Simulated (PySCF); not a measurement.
Compound: C7H3FO2.
Cartesian coordinates in Å at the GFN2-xTB level; atoms count from 1:
```
atom  x, y, z in Å
C1     3.170    0.472   -0.086
C2     2.004    0.188   -0.068
C3     0.615   -0.066   -0.036
C4     0.132   -1.324   -0.166
O5    -1.167   -1.648   -0.148
C6    -2.053   -0.659    0.009
C7    -1.694    0.632    0.151
F8    -2.658    1.552    0.303
C9    -0.295    1.087    0.144
O10    0.056    2.239    0.269
H11    4.193    0.705   -0.103
H12    0.770   -2.187   -0.299
H13   -3.081   -0.992    0.011
```

A PySCF run (density fitting, gas phase, GFN2-xTB geometry) gave HOMO -7.16 eV, LUMO -1.79 eV, dipole 4.48 D.

Question: Which of these levels was it?
A. HF/pcSseg-0
B. PBE0/def2-SVPD
C. X3LYP/IGLO-II
D. PBE0/pcSseg-1

Answer: C. It is X3LYP/IGLO-II. All candidates on this geometry:

| level and settings | kind | basis functions | SCF cycles | E (Eh) | HOMO (eV) | LUMO (eV) | dipole (D) |
| --- | --- | --- | --- | --- | --- | --- | --- |
| X3LYP/IGLO-II, energy threshold 1e-07 Eh | global hybrid | 238 | 12 | -518.6671 | -7.16 | -1.79 | 4.48 |
| PBE0/def2-SVPD | global hybrid | 233 | 17 | -517.8009 | -7.44 | -1.82 | 4.63 |
| PBE0/pcSseg-1 | global hybrid | 185 | 18 | -518.1025 | -7.39 | -1.72 | 4.45 |
| HF/pcSseg-0, energy threshold 1e-06 Eh | Hartree–Fock | 96 | 10 | -514.5566 | -9.90 | 1.80 | 5.04 |

The nearest other candidate, by the summed differences of HOMO and LUMO, is PBE0/pcSseg-1: its HOMO differs by -0.23 eV and its LUMO by +0.07 eV. Cycle counts include a coarse-grid stage where the run had one.
